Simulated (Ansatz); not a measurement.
`C[Si](C)(C)C#Cc1ccc(-c2ccc(-c3ccc(-c4ccc(C#C[Si](C)(C)C)[se]4)[se]3)[se]2)[se]1`. The state is a triplet with charge 0. Geometry PBE-D4/def2-SVP, that of the neutral singlet; atoms count from 1.

```xyz
58

C    -8.2548    6.2768   -5.2561
Si   -9.2266    5.2784   -3.9769
C    -9.6714    6.3668   -2.4949
C   -10.7875    4.5443   -4.7515
C    -8.1679    3.8818   -3.3925
C    -7.4751    2.9289   -3.0059
C    -6.6837    1.8583   -2.5675
C    -7.0117    0.5038   -2.4737
C    -5.9907   -0.3466   -1.9924
C    -4.7805    0.2723   -1.6633
C    -3.5900   -0.3548   -1.1533
C    -3.3999   -1.7043   -0.8466
C    -2.1217   -2.0530   -0.3559
C    -1.2000   -1.0106   -0.2377
C     0.1560   -1.0516    0.2247
C     1.0717   -0.0062    0.3569
C     2.3497   -0.3584    0.8474
C     2.5450   -1.7088    1.1394
C     3.7187   -2.3631    1.6450
C     3.9050   -3.7157    1.9401
C     5.1816   -4.0781    2.4292
C     6.0985   -3.0334    2.5589
C     7.4257   -3.0706    3.0097
C     8.6007   -3.0790    3.4053
Si   10.3504   -3.0854    3.9951
C    11.4950   -2.9502    2.4953
C    10.5941   -1.6035    5.1440
C    10.6617   -4.7029    4.9206
Se    5.3073   -1.3953    2.0078
Se    0.9591   -2.6839    0.7679
Se   -2.0019    0.6159   -0.7986
Se   -4.8984    2.1344   -1.9764
H    -7.9697    5.6442   -6.1212
H    -8.8645    7.1245   -5.6338
H    -7.3255    6.6919   -4.8153
H    -8.7606    6.7866   -2.0207
H   -10.3156    7.2143   -2.8116
H   -10.2197    5.7862   -1.7250
H   -10.5335    3.8901   -5.6096
H   -11.4574    5.3497   -5.1171
H   -11.3487    3.9382   -4.0122
H    -8.0077    0.1428   -2.7660
H    -6.1341   -1.4307   -1.8820
H    -4.2013   -2.4453   -0.9753
H    -1.8601   -3.0858   -0.0791
H     0.8065    1.0297    0.0958
H     3.1488    0.3845    0.9928
H     3.0997   -4.4524    1.7971
H     5.4541   -5.1083    2.6971
H    11.3513   -3.8072    1.8075
H    11.2960   -2.0194    1.9269
H    12.5576   -2.9377    2.8148
H     9.9202   -1.6662    6.0217
H    10.3800   -0.6524    4.6161
H    11.6400   -1.5637    5.5127
H     9.9805   -4.8002    5.7897
H    11.7055   -4.7432    5.2942
H    10.4997   -5.5766    4.2583
```

Single mean-field runs in def2-SVP are fitted with def2-universal-jkfit. At PBE0-D4/def2-SVP a singlet of charge 0 lies 1.48 eV below the triplet at the same geometry.

Question: Estimate the Mulliken populations of the heavy atoms from the PBE0/def2-SVP orbitals of Ansatz.

Answer: 
```json
{"atom": "C1", "charge (e)": "-0.33", "spin (α − β)": "0.00"}
{"atom": "Si2", "charge (e)": "0.53", "spin (α − β)": "-0.01"}
{"atom": "C3", "charge (e)": "-0.33", "spin (α − β)": "0.00"}
{"atom": "C4", "charge (e)": "-0.33", "spin (α − β)": "0.00"}
{"atom": "C5", "charge (e)": "-0.39", "spin (α − β)": "0.21"}
{"atom": "C6", "charge (e)": "0.15", "spin (α − β)": "-0.13"}
{"atom": "C7", "charge (e)": "-0.21", "spin (α − β)": "0.28"}
{"atom": "C8", "charge (e)": "0.04", "spin (α − β)": "-0.14"}
{"atom": "C9", "charge (e)": "-0.04", "spin (α − β)": "0.25"}
{"atom": "C10", "charge (e)": "-0.12", "spin (α − β)": "-0.10"}
{"atom": "C11", "charge (e)": "-0.11", "spin (α − β)": "0.33"}
{"atom": "C12", "charge (e)": "-0.01", "spin (α − β)": "-0.02"}
{"atom": "C13", "charge (e)": "-0.04", "spin (α − β)": "0.18"}
{"atom": "C14", "charge (e)": "-0.11", "spin (α − β)": "0.17"}
{"atom": "C15", "charge (e)": "-0.11", "spin (α − β)": "0.11"}
{"atom": "C16", "charge (e)": "-0.03", "spin (α − β)": "0.22"}
{"atom": "C17", "charge (e)": "-0.03", "spin (α − β)": "-0.07"}
{"atom": "C18", "charge (e)": "-0.10", "spin (α − β)": "0.33"}
{"atom": "C19", "charge (e)": "-0.12", "spin (α − β)": "-0.12"}
{"atom": "C20", "charge (e)": "-0.05", "spin (α − β)": "0.23"}
{"atom": "C21", "charge (e)": "0.05", "spin (α − β)": "-0.13"}
{"atom": "C22", "charge (e)": "-0.22", "spin (α − β)": "0.24"}
{"atom": "C23", "charge (e)": "0.15", "spin (α − β)": "-0.11"}
{"atom": "C24", "charge (e)": "-0.39", "spin (α − β)": "0.18"}
{"atom": "Si25", "charge (e)": "0.53", "spin (α − β)": "-0.01"}
{"atom": "C26", "charge (e)": "-0.32", "spin (α − β)": "0.00"}
{"atom": "C27", "charge (e)": "-0.33", "spin (α − β)": "0.00"}
{"atom": "C28", "charge (e)": "-0.33", "spin (α − β)": "0.00"}
{"atom": "Se29", "charge (e)": "0.25", "spin (α − β)": "0.03"}
{"atom": "Se30", "charge (e)": "0.19", "spin (α − β)": "0.03"}
{"atom": "Se31", "charge (e)": "0.19", "spin (α − β)": "0.04"}
{"atom": "Se32", "charge (e)": "0.25", "spin (α − β)": "0.02"}
```
Mulliken values depend strongly on the basis.

Question: Where does the spin sit?

Answer: Summed by element: C 1.92, Si -0.01, Se 0.13, H -0.03, of 2 unpaired in all. Largest on single atoms: C11 0.33, C18 0.33, C7 0.28.

Question: And the Mayer bond orders between heavy atoms (over 0.3)?

Answer: C1–Si2 1.02 (1.89 Å); Si2–C3 1.02 (1.89 Å); Si2–C4 1.02 (1.89 Å); Si2–C5 0.85 (1.85 Å); C5–C6 2.64 (1.24 Å); C6–C7 1.12 (1.40 Å); C7–C8 1.40 (1.40 Å); C7–Se32 1.06 (1.90 Å); C8–C9 1.36 (1.41 Å); C9–C10 1.36 (1.40 Å); C10–C11 1.30 (1.44 Å); C10–Se32 1.07 (1.89 Å); C11–C12 1.29 (1.40 Å); C11–Se31 1.05 (1.89 Å); C12–C13 1.50 (1.41 Å); C13–C14 1.23 (1.40 Å); C14–C15 1.44 (1.43 Å); C14–Se31 1.02 (1.90 Å); C15–C16 1.24 (1.40 Å); C15–Se30 1.03 (1.90 Å); C16–C17 1.48 (1.41 Å); C17–C18 1.30 (1.40 Å); C18–C19 1.30 (1.44 Å); C18–Se30 1.05 (1.90 Å); C19–C20 1.38 (1.40 Å); C19–Se29 1.07 (1.90 Å); C20–C21 1.34 (1.41 Å); C21–C22 1.42 (1.40 Å); C22–C23 1.11 (1.40 Å); C22–Se29 1.07 (1.90 Å); C23–C24 2.65 (1.24 Å); C24–Si25 0.85 (1.85 Å); Si25–C26 1.02 (1.89 Å); Si25–C27 1.02 (1.89 Å); Si25–C28 1.02 (1.89 Å).
